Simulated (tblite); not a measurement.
Compound: C6H9ClSi.
Atom-mapped SMILES: `[CH2:1]=[CH:2][C:3]1=[CH:4][CH2:5][Si@H:6]([Cl:7])[CH2:8]1` (hydrogens: H9, H10 on C1; H11 on C2; H12 on C4; H13, H14 on C5; H15 on Si6; H16, H17 on C8)

Computed geometry: GFN2-xTB, gas phase.

(1) List the bond lengths, angles and torsions at this level.

Results:

(1) 
| bond | length (pm) |
| --- | --- |
| C1=C2 | 132.9 |
| C2–C3 | 145.0 |
| C3=C4 | 133.6 |
| C4–C5 | 149.7 |
| C5–Si6 | 190.7 |
| Si6–Cl7 | 202.3 |
| Si6–C8 | 190.6 |
| C3–C8 | 151.0 |
| C1–H9 | 107.7 |
| C1–H10 | 107.7 |
| C2–H11 | 108.3 |
| C4–H12 | 108.1 |
| C5–H13 | 109.3 |
| C5–H14 | 109.1 |
| Si6–H15 | 146.2 |
| C8–H16 | 109.0 |
| C8–H17 | 109.1 |

A selection of angles:
| angle | degrees |
| --- | --- |
| C2–C1–H9 | 122.5 |
| C2–C1–H10 | 121.4 |
| H9–C1–H10 | 116.1 |
| C1–C2–C3 | 125.7 |
| C1–C2–H11 | 119.4 |
| C3–C2–H11 | 114.9 |
| C2–C3–C4 | 122.2 |
| C2–C3–C8 | 120.3 |
| C4–C3–C8 | 117.5 |
| C3–C4–C5 | 119.9 |
| C3–C4–H12 | 121.8 |
| C5–C4–H12 | 118.2 |
| C4–C5–Si6 | 104.1 |
| C4–C5–H13 | 109.8 |
| C4–C5–H14 | 109.9 |
| Si6–C5–H13 | 113.6 |
| Si6–C5–H14 | 113.4 |
| H13–C5–H14 | 106.0 |
| C5–Si6–Cl7 | 112.8 |
| C5–Si6–C8 | 93.6 |
| C5–Si6–H15 | 114.3 |
| Cl7–Si6–C8 | 113.0 |
| Cl7–Si6–H15 | 108.2 |
| C8–Si6–H15 | 114.5 |
| Si6–C8–H16 | 113.0 |
| Si6–C8–H17 | 113.1 |
| C3–C8–Si6 | 104.9 |
| C3–C8–H16 | 109.6 |
| C3–C8–H17 | 109.6 |
| H16–C8–H17 | 106.6 |

Torsions: C1–C2–C3–C4 179° (antiperiplanar); C2–C3–C4–C5 -179° (antiperiplanar); C3–C4–C5–Si6 -1° (synperiplanar); C4–C5–Si6–Cl7 118° (anticlinal); C5–Si6–C8–C3 -1° (synperiplanar); C2–C3–C8–Si6 180° (antiperiplanar).

Of the pairs four or more bonds apart, C8···H9 is among the closest relative to their van der Waals radii: 2.70 Å, 93 % of the sum of Bondi's values. The 5 C–C bonds span 1.329 Å (C1=C2, drawn double) to 1.510 Å (C3–C8, drawn single), a spread of 0.181 Å. Si6 (chlorine-bound silicon) has angles from 93.6° to 114.5°. The 5-membered ring C3–C4–C5–Si6–C8 has internal angles of 93.6° to 119.9°; it is planar, 0.01 Å rms from its mean plane, widest ring torsion 1°.

Point group: C1 (no symmetry element, even within 0.4 Å). Its GFN2-xTB frequencies are all real (lowest 42 cm⁻¹). One conformer, not necessarily the lowest.
